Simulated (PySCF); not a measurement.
Molecule: SMILES CC(F)(F)Oc1ccco1, C$_{6}$H$_{6}$F$_{2}$O$_{2}$.

Cartesian coordinates in Å; atom numbers follow the order of the lines, from 1:
```xyz
16

C    -2.893    0.079    0.572
C    -1.475   -0.379    0.311
F    -1.428   -1.167   -0.807
F    -1.055   -1.218    1.307
O    -0.646    0.681    0.191
C     0.689    0.436   -0.047
C     1.424   -0.696   -0.205
C     2.752   -0.241   -0.424
C     2.704    1.114   -0.380
O     1.440    1.537   -0.148
H    -2.913    0.653    1.493
H    -3.533   -0.794    0.662
H    -3.220    0.698   -0.257
H     1.082   -1.709   -0.173
H     3.612   -0.855   -0.590
H     3.454    1.870   -0.490
```

Frames of a GFN2-xTB Langevin trajectory at 600 K; GIAO PBE0/pcSseg-1 shieldings in PySCF, gas phase, non-relativistic; equivalent atoms averaged within each frame.

δ = σ(ref) − σ, references computed at the same level: 13C (186.93 ppm) and 1H (31.72 ppm) vs TMS; 19F (170.95 ppm) against CFCl3; H2O for 17O (336.08 ppm). The references are static minima.

Q: How do the shifts (ppm) fluctuate along the trajectory?

A: 
```
         time (fs)     C6     C2     C9     C8     C7    C1  F3/F4    O10     O5   H15
               250  153.7  132.8  129.3  124.3  101.2  25.0  -72.8  262.4  178.0  6.74
               425  155.2  128.7  125.7  113.9   96.9  21.6  -87.9  292.7  203.5  6.63
               625  152.6  127.2  148.7  129.1   95.1  36.1  -86.8  287.5  194.8  9.09
               800  159.4  139.4  142.7  112.7   91.0  33.9  -67.2  292.9  203.4  5.28
              1000  177.0  129.0  142.1  106.0   99.2  29.0  -56.9  320.9  182.6  6.07
    mean of frames  159.6  131.4  137.7  117.2   96.7  29.1  -74.3  291.3  192.4  6.76
standard deviation   10.1    4.9    9.7    9.3    4.0   6.1   13.2   20.8   11.7  1.42
```

5 frames give an uncertainty of the mean of about the standard deviation over 2.2 at best, since frames this close in time may not be independent; classical motion lacks zero-point vibration, and the reference would need the same averaging.
